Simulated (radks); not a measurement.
Spherical quantum dot in the effective-mass picture: electrons in a parabolic well V = omega^2 r^2 / 2 with omega = 0.157, all in effective atomic units (hartree* = m*/eps^2 hartree, bohr* = eps/m* bohr), one dielectric constant everywhere. Calculated with a radial shooting solver with Libxc functionals: non-relativistic Kohn-Sham, PBEsol, spin-polarised, spherical densities. Levels are named by radial order and angular momentum (1s, 1p, 1d, 2s, ...), and open shells are averaged over m. Results are scaled to m* = 0.028 and eps = 11.8, for which hartree* = 5.472 meV and bohr* = 22.3 nm.

N = 5, configuration 1s2 1p(up 3, down 0). This is the lowest configuration that the search found. Occupied levels:

| level | occupation | eigenvalue (meV) | <r> (nm) |
|---|---|---|---|
| 1s up | 1 | 6.1108 | 91.38 |
| 1s down | 1 | 6.3010 | 86.48 |
| 1p up | 3 | 6.5329 | 108.2 |

Energy (meV): total 19.7003, kinetic 2.7828, external 7.6020, Hartree 13.598, exchange-correlation -4.2824.
